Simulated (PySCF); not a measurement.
A GIAO shielding run with PySCF (density fitting, non-relativistic, gas phase) on SMILES C=C(C)[C@@H](C)[SiH2]NCC, C7H17NSi:

```
$ OMP_NUM_THREADS=1 python probes_run.py task.json out

{"job": {"kind": "nmr", "xc": "PBE0", "basis": "pcSseg-1"}, "charge": 0, "multiplicity": 1}
C      1.690954     1.316423    -1.053555
C      1.760165     0.289019    -0.216733
C      2.474249     0.400541     1.096164
C      1.080239    -1.010072    -0.514713
C      1.942698    -2.228048    -0.203649
Si    -0.586343    -1.116263     0.415929
N     -1.396194     0.339467     0.042683
C     -2.733651     0.667268     0.467107
C     -3.443521     1.526388    -0.573053
H      2.141870     2.269637    -0.829951
H      1.186357     1.241722    -2.002866
H      3.371584    -0.217330     1.095813
H      1.832707     0.059681     1.907426
H      2.770512     1.429197     1.288080
H      0.852960    -1.028593    -1.584360
H      1.431334    -3.134543    -0.520321
H      2.896308    -2.175026    -0.729307
H      2.140695    -2.313414     0.861406
H     -0.347281    -1.360658     1.853053
H     -1.393536    -2.228833    -0.097637
H     -0.849133     1.160104    -0.174968
H     -2.725799     1.192909     1.433124
H     -3.270867    -0.272207     0.607152
H     -4.468617     1.722145    -0.269729
H     -3.450365     1.015766    -1.532552
H     -2.928372     2.477336    -0.691580
```

Hardware: 1 thread of an Arm Neoverse N1, shared host. The job also computes population analyses, field gradients.

Task: How large is the calculation?

Result: 80 electrons, 245 basis functions and 1284 auxiliary functions.

Task: How long does it take, and how much memory does it need?

Result: 2.1 min of wall time, with 13 SCF cycles and 4 response iterations; peak memory 1.2 GiB. Times on a shared host scatter by some tens of per cent.
